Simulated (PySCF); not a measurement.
H7NSi2, SMILES [SiH3]N[SiH3]. The structure is a stationary point at B3LYP-D3(BJ)/def2-SVP.

Question: Give the equilibrium geometry at B3LYP-D3(BJ)/def2-SVP (PySCF confirms it by a frequency run) as Cartesian coordinates in Å, and its point group. (An estimate is asked for; the answer gives what the named calculation found.)

Answer: point group Cs.
```xyz
10

Si     0.0006     0.1323     1.5799
N     -0.0068    -0.6081     0.0000
Si     0.0006     0.1323    -1.5799
H     -1.0581    -0.4601     2.4520
H     -0.2579     1.5862     1.3914
H      1.3030    -0.0367     2.2959
H      0.0559    -1.6254     0.0000
H      1.3030    -0.0367    -2.2959
H     -1.0581    -0.4601    -2.4520
H     -0.2579     1.5862    -1.3914
```
Charge 0, spin multiplicity 1.
